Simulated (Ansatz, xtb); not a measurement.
# Relative energy of two isomers of C4H5FO2Se

Structure I: `O=C(O)/C=C\[Se]CF`, a singlet. Structure II: `O=C(O)[C@@H]1C[C@H](F)[Se]1`, a singlet. Both are isolated molecules in the gas phase, relaxed with PBE0-D3(BJ)/def2-SVP; each stands in its lowest conformer found.

I (Å):

| atom | x (Å) | y (Å) | z (Å) |
| --- | --- | --- | --- |
| C | -0.9004 | 0.1893 | 1.2517 |
| C | -1.8976 | -0.1542 | 0.2408 |
| C | -1.5213 | -0.6807 | -0.9401 |
| C | -0.2596 | -1.6900 | -3.2318 |
| F | -1.0676 | -2.7851 | -3.1920 |
| O | 0.2936 | 0.0227 | 1.1094 |
| O | -1.4256 | 0.7113 | 2.3657 |
| Se | 0.2387 | -1.0621 | -1.4515 |
| H | -0.6812 | 0.8962 | 2.9581 |
| H | -2.9518 | 0.0208 | 0.4627 |
| H | -2.2785 | -0.9568 | -1.6801 |
| H | 0.6865 | -1.9345 | -3.7415 |
| H | -0.7744 | -0.8828 | -3.7765 |

II (Å):

```xyz
13

C    -1.6998   -1.5827   -1.1175
C    -0.4093   -0.8741   -1.4097
C     0.4641   -0.5737   -0.1938
C     0.7244    0.9132   -0.3988
F     0.5132    1.6677    0.7046
O    -2.0937   -1.8817   -0.0217
O    -2.3831   -1.8363   -2.2384
Se   -0.6627    1.0564   -1.8071
H    -3.2152   -2.2556   -1.9703
H     0.1022   -1.3572   -2.2532
H    -0.1390   -0.7007    0.7174
H     1.3685   -1.1946   -0.1061
H     1.7130    1.1716   -0.8079
```

Problem. Which of the two would you expect CCSD(T)/def2-SVP + ΔMP2/def2-TZVPP electronic energies to favour?

Solution. Structure II; the calculation gives E(II) − E(I) = −24.4 kJ/mol.

The same difference at several levels:

```json
{"level": "GFN2-xTB", "geometry": "GFN2-xTB", "E(II) − E(I) (kJ/mol)": "−28.0", "departure from the last row (kJ/mol)": "−3.6", "job, with rough time for the two": "optimisation, 0.46 s"}
{"level": "HF/STO-3G", "geometry": "GFN2-xTB", "E(II) − E(I) (kJ/mol)": "−134.1", "departure from the last row (kJ/mol)": "−109.7", "job, with rough time for the two": "single point, 0.62 s"}
{"level": "r2SCAN-D4/def2-SVP", "geometry": "GFN2-xTB", "E(II) − E(I) (kJ/mol)": "−27.9", "departure from the last row (kJ/mol)": "−3.5", "job, with rough time for the two": "single point, 4.2 s"}
{"level": "PBE0-D3(BJ)/def2-SVP", "geometry": "PBE0-D3(BJ)/def2-SVP", "E(II) − E(I) (kJ/mol)": "−35.8", "departure from the last row (kJ/mol)": "−11.4", "job, with rough time for the two": "optimisation, 65 s"}
{"level": "HF/def2-SVP", "geometry": "PBE0-D3(BJ)/def2-SVP", "E(II) − E(I) (kJ/mol)": "−22.0", "departure from the last row (kJ/mol)": "+2.4", "job, with rough time for the two": "part of the CCSD(T) run"}
{"level": "MP2/def2-SVP", "geometry": "PBE0-D3(BJ)/def2-SVP", "E(II) − E(I) (kJ/mol)": "−36.1", "departure from the last row (kJ/mol)": "−11.7", "job, with rough time for the two": "part of the CCSD(T) run"}
{"level": "CCSD(T)/def2-SVP", "geometry": "PBE0-D3(BJ)/def2-SVP", "E(II) − E(I) (kJ/mol)": "−31.1", "departure from the last row (kJ/mol)": "−6.7", "job, with rough time for the two": "single point"}
{"level": "CCSD(T)/def2-SVP + ΔMP2/def2-TZVPP", "geometry": "PBE0-D3(BJ)/def2-SVP", "E(II) − E(I) (kJ/mol)": "−24.4", "departure from the last row (kJ/mol)": "", "job, with rough time for the two": "single point, 2.7 min"}
```

As drawn, II has 2 C–C in place of 1 C=C. Structure I has no ring, II a 4-membered ring.

None of the levels shown reverses the order. The largest departure from CCSD(T)/def2-SVP + ΔMP2/def2-TZVPP is that of HF/STO-3G, 109.7 kJ/mol. The last row adds to CCSD(T) the change of the MP2 difference between the two basis sets, here +6.7 kJ/mol.

With thermal terms from frequencies at re-optimised GFN2-xTB minima (ideal gas, soft modes damped towards free rotors, one conformer each, 298.15 K, 1 atm): the zero-point term adds +6.5 kJ/mol; ΔH is −19.7 and ΔG −16.2 kJ/mol.

The correlated steps freeze 16 core orbitals; the filled d shell of Se is correlated, in a basis made for valence electrons. Mirror images aren't counted in ΔG. Programs: Ansatz 0.2.0, xtb 6.7.1; the last row on 4 threads of Arm Neoverse V1 on a shared host.
